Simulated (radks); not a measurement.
The cobalt ion Co+ inside a hard spherical wall (all orbitals vanish at R), configuration held at [Ar] 3d8 and not refilled when levels cross. Calculated with a radial shooting solver on a logarithmic mesh with Libxc functionals: scalar-relativistic Kohn-Sham, r2SCAN, spin-unpolarised, spherical densities, finite nucleus; meta-GGA in the generalised Kohn-Sham scheme; Fermi nuclear charge, rms radius 3.7875 fm. Eigenvalues in eV, with the zero of energy where the potential of the charges vanishes at infinity; a dash marks a level that is unbound or too diffuse for the functional's potential to be trusted. A positive occupied level is held by the wall or, in an anion where self-interaction has pushed it up, behind a barrier. The pressure on the wall is -dE/dV.

R (bohr)  E (hartree)  kinetic (hartree)    e(2p)    e(3s)    e(3p)    e(3d)  e(4s, empty)  e(4p, empty)  pressure (GPa)
free      -1393.11172           1411.113  -778.94  -108.92  -70.912  -12.130       -10.597        -5.798               0
15        -1393.11172           1411.113  -778.94  -108.92  -70.912  -12.130       -10.597        -5.798        < 0.0001
10        -1393.11172           1411.113  -778.94  -108.92  -70.912  -12.130       -10.596        -5.777        < 0.0001
8         -1393.11166           1411.114  -778.93  -108.91  -70.905  -12.123       -10.578        -5.652         0.00383
7         -1393.11138           1411.116  -778.90  -108.88  -70.879  -12.100       -10.521        -5.420          0.0270
5         -1393.10217           1411.181  -778.35  -108.38  -70.388  -11.639        -9.492        -3.227            1.49
3.5       -1392.98858           1411.742  -774.80  -105.34  -67.436   -8.714        -2.734         6.655            41.6
3         -1392.80533           1412.520  -770.98  -102.28  -64.484   -5.571         5.246        16.906             150
2.5       -1392.28129           1414.664  -763.05  -96.431  -58.749    0.954        23.399        38.561             661
2         -1390.44279           1422.150  -744.09  -83.602  -45.633   16.534        70.440        90.378            4020
1.5       -1381.84296           1453.880  -690.01  -46.220   -5.770   61.994        216.50        238.98           37400
